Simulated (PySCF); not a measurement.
## Ba: ionisation energy

Ba [Xe] 6s2 (1S) → Ba+ [Xe] 6s1 (2S), as a difference of total energies. Computed with PySCF 2.14 in aug-cc-pVTZ-X2C, with the spin-free X2C one-electron Hamiltonian (Gaussian nucleus). Correlated levels: valence: [Xe] frozen. The calculations carry no spin-orbit coupling.

| method | ionisation energy (eV) | error (eV) |
| --- | --- | --- |
| UHF | 4.274 | -0.938 |
| MP2 (valence) | 4.743 | -0.469 |
| SCS-MP2 (valence) | 4.836 | -0.376 |
| CCSD (valence) | 4.926 | -0.286 |

Reference: 5.212 eV (measured; NIST Atomic Spectra Database, ionization energies).

Errors of the correlated levels include the incompleteness of this basis and the frozen core.

With two correlated electrons CCSD is exact in that space.
